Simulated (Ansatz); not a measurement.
Reaction (substitution at a C–Al bond): `O[CH]([AlH2])[SiH3]` + `N[SiH3]` → `OC([SiH3])N[SiH3]` + `[AlH3]`

Calculated with Ansatz (gas phase, PBE0-D4/def2-TZVP geometries, no zero-point term in ΔE). CCSD(T)/CBS adds triple-zeta CCSD(T) − MP2 to the extrapolated MP2 energy (def2 sets, frozen cores). This one scheme is used for every species. Functionals use def2-TZVPP. One conformer a species, not always the lowest.

| level | ΔE (kJ/mol) |
| --- | --- |
| PBE0-D4 | 36.4 |
| ωB97M-V | 36.8 |
| PBE0 | 39.8 |
| CCSD/def2-TZVPP | 32.9 |
| MP2/def2-QZVPP | 38.6 |
| HF/CBS(def2) | 26.8 |
| MP2/CBS(def2) | 40.3 |
| CCSD/CBS(def2) | 37.7 |

**Question.** What does CCSD(T)/CBS give? (An estimate is asked.)

**Answer.** Ansatz gave: +38.0 kJ/mol. The listed levels differ from it by -1.6, -1.2, 1.8, -5.1, 0.6, -11.2, 2.3, -0.3 kJ/mol.

Largest T1 diagnostic among the species: 0.012.

In def2-TZVPP, CCSD(T) changes the Hartree–Fock value by +7.3 kJ/mol (the triples alone add +0.3 kJ/mol) and MP2 by +9.7 kJ/mol. The D4 term adds −5.6 kJ/mol with B3LYP and −3.4 kJ/mol with PBE0; it sums over pairs of atoms, weighted by their polarisabilities, and B3LYP, whose exchange is more repulsive, gets the larger term.

B3LYP here is the variant with VWN-RPA as its local correlation; programs differ in this.
